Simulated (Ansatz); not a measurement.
`CCOCOCC` and `CCOCF` differ in one atom or group.

Ansatz, PBE0-D4/def2-TZVP geometries, multiplicity 1. Each molecule was computed in one conformer, which needn't be the lowest.

```json
{"property": "size of the dipole moment (ωB97M-V/def2-TZVPP) / D", "`CCOCOCC`": "0.22"}
{"property": "LUMO energy (B3LYP/def2-TZVPP) / eV", "`CCOCOCC`": "1.05"}
{"property": "HOMO–LUMO gap (PBE/def2-TZVPP) / eV", "`CCOCOCC`": "6.62"}
{"property": "size of the dipole moment (B3LYP/def2-TZVPP) / D", "`CCOCOCC`": "0.22"}
{"property": "HOMO–LUMO gap (ωB97M-V/def2-TZVPP) / eV", "`CCOCOCC`": "12.89"}
{"property": "HOMO energy (PBE/def2-TZVPP) / eV", "`CCOCOCC`": "-6.04"}
```

Q: Give the same properties after the change, and the shifts. (Best estimate.)

A: Computed: 
```tsv
property	`CCOCF`	shift
size of the dipole moment (ωB97M-V/def2-TZVPP) / D	1.75	1.53
LUMO energy (B3LYP/def2-TZVPP) / eV	1.04	-0.01
HOMO–LUMO gap (PBE/def2-TZVPP) / eV	7.33	0.71
size of the dipole moment (B3LYP/def2-TZVPP) / D	1.75	1.53
HOMO–LUMO gap (ωB97M-V/def2-TZVPP) / eV	13.57	0.68
HOMO energy (PBE/def2-TZVPP) / eV	-6.72	-0.68
```

Dipoles are sizes alone; their direction can turn.

B3LYP here is the variant with VWN-RPA as its local correlation; programs differ in this.

Positive LUMOs are unbound, so they and the gaps depend on the basis.
